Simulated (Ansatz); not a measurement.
Born–Oppenheimer molecular dynamics of C3H8OSSi (14 atoms, charge 0, multiplicity 1). It goes on from the last frame of an earlier run, with new velocities.

The calculation used UKS PBE0-D4/STO-3G in Ansatz 0.2.0.

| Property | Result |
| --- | --- |
| ensemble | NVE (velocity Verlet) |
| time step | 0.5 fs |
| steps asked | 178 |
| starting velocities drawn for | 500 K |
| seed | 280603 |

Frames 1 fs apart, positions in Å, forces in eV/Å.

Velocities at 70 fs (Å/ps):

```
C 10.42 -1.83 4.67
C 1.75 1.78 -4.52
S -2.14 -0.72 1.00
O -10.74 7.46 -4.94
C 3.54 -1.22 10.50
Si -0.01 -1.46 0.99
H 53.61 8.83 -6.01
H 8.16 7.27 1.54
H -53.24 11.05 -32.26
H 5.21 -2.63 6.05
H 28.24 -56.37 -22.12
H -10.52 -28.48 2.80
H 49.18 31.24 -35.41
H -29.01 -10.57 -22.61
```

```xyz
14
Properties=species:S:1:pos:R:3:forces:R:3 time_fs=70 energy_less_start_eV=-0.556 T=857
C -2.674 0.493 -0.324 3.67 -0.55 0.87
C -1.351 0.904 -0.231 -1.14 -1.63 1.69
S -0.622 2.514 0.129 0.10 -0.22 -3.58
O -0.502 -0.223 0.140 -0.18 0.53 -0.93
C 0.899 -0.124 -0.276 0.89 2.79 -2.14
Si 1.849 -1.484 0.521 1.55 -0.02 0.17
H -2.733 -0.617 -0.161 -0.73 1.17 -0.58
H -3.508 1.160 -0.219 -0.78 0.37 -0.28
H -0.161 2.564 -1.256 -0.54 0.43 2.54
H 1.404 0.886 -0.022 -1.23 -1.27 0.13
H 1.078 -0.139 -1.447 -0.84 -0.41 2.24
H 1.338 -2.118 1.669 -0.55 0.16 1.08
H 3.237 -1.111 0.687 -0.22 0.29 0.31
H 1.925 -2.509 -0.388 0.00 -1.62 -1.53
14
Properties=species:S:1:pos:R:3:forces:R:3 time_fs=71 energy_less_start_eV=-0.514 T=830
C -2.662 0.491 -0.319 2.94 0.41 0.65
C -1.350 0.905 -0.234 -0.88 -1.23 1.75
S -0.624 2.513 0.129 0.07 -0.13 -3.73
O -0.513 -0.215 0.135 0.52 0.20 -0.90
C 0.903 -0.124 -0.267 0.52 2.24 -2.70
Si 1.849 -1.486 0.522 2.36 -0.76 0.15
H -2.683 -0.603 -0.169 -1.02 0.45 -0.46
H -3.503 1.169 -0.219 -0.41 -0.08 -0.31
H -0.216 2.577 -1.276 -0.44 0.45 2.65
H 1.403 0.877 -0.016 -1.13 -1.01 0.01
H 1.102 -0.197 -1.457 -1.00 0.02 2.84
H 1.325 -2.145 1.676 -0.22 0.46 0.64
H 3.284 -1.079 0.653 -1.32 -0.15 0.27
H 1.896 -2.527 -0.418 0.01 -0.86 -0.85
14
Properties=species:S:1:pos:R:3:forces:R:3 time_fs=72 energy_less_start_eV=-0.512 T=828
C -2.648 0.490 -0.313 1.79 1.60 0.40
C -1.349 0.905 -0.237 -0.44 -0.75 1.79
S -0.626 2.512 0.129 -0.08 -0.05 -3.40
O -0.523 -0.207 0.129 1.18 -0.20 -0.82
C 0.908 -0.123 -0.259 -0.12 1.25 -2.73
Si 1.850 -1.487 0.523 2.68 -1.68 -0.07
H -2.643 -0.585 -0.182 -1.23 -0.49 -0.33
H -3.502 1.176 -0.222 0.09 -0.58 -0.33
H -0.276 2.595 -1.271 -0.23 0.48 2.29
H 1.392 0.860 -0.009 -0.78 -0.34 0.00
H 1.116 -0.255 -1.441 -1.04 0.45 2.78
H 1.311 -2.168 1.690 0.13 0.76 0.14
H 3.318 -1.049 0.622 -2.00 -0.49 0.29
H 1.867 -2.553 -0.455 0.06 0.03 -0.01
14
Properties=species:S:1:pos:R:3:forces:R:3 time_fs=73 energy_less_start_eV=-0.511 T=827
C -2.632 0.489 -0.307 0.48 2.39 0.16
C -1.349 0.905 -0.238 0.18 -0.21 1.79
S -0.629 2.511 0.127 -0.32 0.00 -2.52
O -0.533 -0.200 0.123 1.79 -0.65 -0.68
C 0.912 -0.120 -0.254 -0.97 0.00 -2.21
Si 1.852 -1.490 0.524 2.58 -2.42 -0.30
H -2.615 -0.572 -0.199 -1.33 -1.23 -0.24
H -3.500 1.179 -0.227 0.47 -0.90 -0.32
H -0.338 2.617 -1.244 0.05 0.54 1.41
H 1.373 0.839 -0.002 -0.25 0.63 0.07
H 1.121 -0.308 -1.398 -0.95 0.80 2.05
H 1.297 -2.184 1.704 0.42 0.99 -0.28
H 3.334 -1.023 0.593 -2.28 -0.72 0.34
H 1.839 -2.578 -0.492 0.13 0.77 0.72
14
Properties=species:S:1:pos:R:3:forces:R:3 time_fs=74 energy_less_start_eV=-0.477 T=805
C -2.616 0.491 -0.301 -0.75 2.28 -0.06
C -1.349 0.904 -0.237 0.89 0.34 1.76
S -0.631 2.510 0.125 -0.59 -0.03 -1.06
O -0.542 -0.193 0.116 2.35 -1.14 -0.51
C 0.915 -0.118 -0.251 -1.87 -1.03 -0.95
Si 1.855 -1.493 0.525 2.15 -2.83 -0.47
H -2.600 -0.570 -0.217 -1.33 -1.34 -0.22
H -3.494 1.172 -0.236 0.57 -0.94 -0.28
H -0.400 2.644 -1.204 0.34 0.66 -0.01
H 1.352 0.824 0.005 0.27 1.53 0.14
H 1.117 -0.354 -1.337 -0.71 0.96 0.57
H 1.287 -2.191 1.717 0.62 1.11 -0.53
H 3.328 -1.004 0.568 -2.18 -0.83 0.41
H 1.812 -2.596 -0.523 0.22 1.25 1.21
14
Properties=species:S:1:pos:R:3:forces:R:3 time_fs=75 energy_less_start_eV=-0.379 T=742
C -2.601 0.494 -0.295 -1.76 1.20 -0.26
C -1.348 0.904 -0.236 1.62 0.85 1.69
S -0.633 2.510 0.122 -0.76 -0.13 0.67
O -0.549 -0.186 0.109 2.83 -1.62 -0.32
C 0.917 -0.116 -0.248 -2.55 -1.20 1.10
Si 1.859 -1.497 0.526 1.45 -2.93 -0.58
H -2.597 -0.581 -0.238 -1.24 -0.74 -0.23
H -3.483 1.157 -0.248 0.36 -0.67 -0.22
H -0.458 2.678 -1.164 0.53 0.84 -1.67
H 1.334 0.823 0.014 0.53 1.84 0.08
H 1.105 -0.391 -1.270 -0.33 0.81 -1.58
H 1.283 -2.186 1.724 0.73 1.10 -0.61
H 3.301 -0.992 0.546 -1.71 -0.81 0.47
H 1.787 -2.603 -0.542 0.31 1.44 1.46
14
Properties=species:S:1:pos:R:3:forces:R:3 time_fs=76 energy_less_start_eV=-0.273 T=676
C -2.587 0.499 -0.290 -2.49 -0.38 -0.47
C -1.345 0.904 -0.232 2.21 1.27 1.56
S -0.636 2.509 0.119 -0.73 -0.20 1.88
O -0.554 -0.180 0.102 3.24 -2.06 -0.10
C 0.917 -0.115 -0.244 -2.79 -0.43 3.16
Si 1.863 -1.502 0.526 0.49 -2.76 -0.64
H -2.605 -0.598 -0.261 -1.05 0.21 -0.21
H -3.469 1.136 -0.262 -0.12 -0.18 -0.15
H -0.511 2.719 -1.140 0.52 1.00 -2.76
H 1.320 0.839 0.023 0.43 1.34 -0.18
H 1.091 -0.420 -1.218 0.04 0.50 -3.57
H 1.286 -2.172 1.726 0.73 0.96 -0.49
H 3.257 -0.989 0.529 -0.86 -0.64 0.52
H 1.765 -2.596 -0.548 0.39 1.37 1.46
14
Properties=species:S:1:pos:R:3:forces:R:3 time_fs=77 energy_less_start_eV=-0.310 T=699
C -2.575 0.502 -0.284 -2.95 -1.81 -0.69
C -1.341 0.905 -0.228 2.52 1.52 1.39
S -0.639 2.508 0.117 -0.50 -0.03 1.80
O -0.558 -0.176 0.095 3.54 -2.42 0.12
C 0.915 -0.114 -0.238 -2.50 0.43 3.71
Si 1.867 -1.508 0.527 -0.70 -2.37 -0.65
H -2.624 -0.614 -0.285 -0.77 1.03 -0.14
H -3.455 1.113 -0.277 -0.67 0.39 -0.10
H -0.560 2.771 -1.141 0.34 0.94 -2.52
H 1.310 0.868 0.030 0.14 0.38 -0.51
H 1.077 -0.444 -1.200 0.15 0.51 -3.95
H 1.296 -2.148 1.723 0.63 0.71 -0.19
H 3.206 -0.991 0.517 0.34 -0.30 0.53
H 1.747 -2.575 -0.539 0.42 1.02 1.21
14
Properties=species:S:1:pos:R:3:forces:R:3 time_fs=78 energy_less_start_eV=-0.449 T=786
C -2.566 0.505 -0.280 -3.27 -2.56 -0.90
C -1.335 0.908 -0.222 2.43 1.57 1.19
S -0.642 2.507 0.116 -0.23 0.48 0.60
O -0.559 -0.173 0.088 3.72 -2.69 0.34
C 0.910 -0.113 -0.229 -1.85 0.69 2.34
Si 1.871 -1.515 0.527 -1.90 -1.72 -0.58
H -2.650 -0.619 -0.312 -0.44 1.44 -0.03
H -3.448 1.094 -0.293 -1.00 0.81 -0.07
H -0.605 2.831 -1.166 0.14 0.55 -1.14
H 1.302 0.901 0.033 -0.13 -0.55 -0.75
H 1.064 -0.463 -1.218 0.00 1.05 -2.48
H 1.312 -2.118 1.718 0.44 0.38 0.26
H 3.159 -0.996 0.510 1.69 0.15 0.52
H 1.733 -2.546 -0.519 0.41 0.39 0.69
14
Properties=species:S:1:pos:R:3:forces:R:3 time_fs=79 energy_less_start_eV=-0.481 T=807
C -2.558 0.505 -0.276 -3.59 -2.38 -1.06
C -1.327 0.912 -0.216 1.92 1.39 0.96
S -0.645 2.506 0.115 -0.03 1.21 -0.82
O -0.559 -0.172 0.081 3.73 -2.83 0.55
C 0.904 -0.112 -0.218 -1.17 0.52 0.22
Si 1.874 -1.522 0.527 -2.67 -0.72 -0.36
H -2.681 -0.612 -0.338 -0.14 1.34 0.07
H -3.450 1.082 -0.310 -0.86 0.92 -0.03
H -0.649 2.896 -1.202 0.04 -0.02 0.47
H 1.292 0.928 0.028 -0.30 -1.15 -0.81
H 1.051 -0.472 -1.260 -0.17 1.66 -0.40
H 1.333 -2.083 1.716 0.20 0.04 0.79
H 3.127 -1.000 0.508 2.71 0.52 0.47
H 1.722 -2.513 -0.493 0.34 -0.48 -0.07
14
Properties=species:S:1:pos:R:3:forces:R:3 time_fs=80 energy_less_start_eV=-0.392 T=751
C -2.554 0.504 -0.272 -3.82 -1.35 -1.16
C -1.317 0.917 -0.208 1.04 0.97 0.72
S -0.648 2.506 0.113 0.10 1.94 -1.82
O -0.556 -0.173 0.074 3.54 -2.85 0.75
C 0.898 -0.110 -0.207 -0.62 0.23 -1.58
Si 1.877 -1.530 0.527 -2.59 0.62 0.01
H -2.712 -0.592 -0.364 0.10 0.75 0.13
H -3.461 1.079 -0.327 -0.31 0.77 0.03
H -0.692 2.961 -1.233 0.04 -0.58 1.67
H 1.280 0.945 0.016 -0.32 -1.37 -0.69
H 1.037 -0.465 -1.305 -0.23 1.95 1.24
H 1.355 -2.049 1.721 -0.02 -0.24 1.21
H 3.121 -0.999 0.510 2.88 0.58 0.42
H 1.715 -2.484 -0.468 0.21 -1.42 -0.93
14
Properties=species:S:1:pos:R:3:forces:R:3 time_fs=81 energy_less_start_eV=-0.330 T=712
C -2.553 0.502 -0.270 -3.74 0.20 -1.18
C -1.306 0.922 -0.201 -0.07 0.32 0.47
S -0.651 2.506 0.111 0.21 2.55 -2.27
O -0.550 -0.175 0.068 3.12 -2.74 0.93
C 0.890 -0.108 -0.197 -0.16 -0.09 -2.81
Si 1.879 -1.538 0.527 -1.71 1.96 0.41
H -2.743 -0.564 -0.389 0.23 -0.17 0.13
H -3.474 1.084 -0.344 0.36 0.52 0.12
H -0.735 3.020 -1.249 0.08 -1.01 2.30
H 1.265 0.949 -0.002 -0.20 -1.19 -0.44
H 1.020 -0.440 -1.339 -0.17 1.88 2.16
H 1.377 -2.016 1.738 -0.14 -0.39 1.34
H 3.141 -0.992 0.517 2.11 0.27 0.35
H 1.710 -2.469 -0.451 0.08 -2.11 -1.54
```

Of the whole run (89 fs, mean temperature of the second half 810 K): The conserved energy stayed within 0.61 meV per atom of its start (net change -0.28 meV per atom), so the integration is sound. The kinetic energy rose, since the run started high on the potential surface and went downhill. A run of 0.089 ps of so small a system gives no equilibrium averages. Limits of this set-up: minimal basis.

The run took 14 min on 1 thread of Arm Neoverse V2 (shared host), peak memory 0.16 GiB.
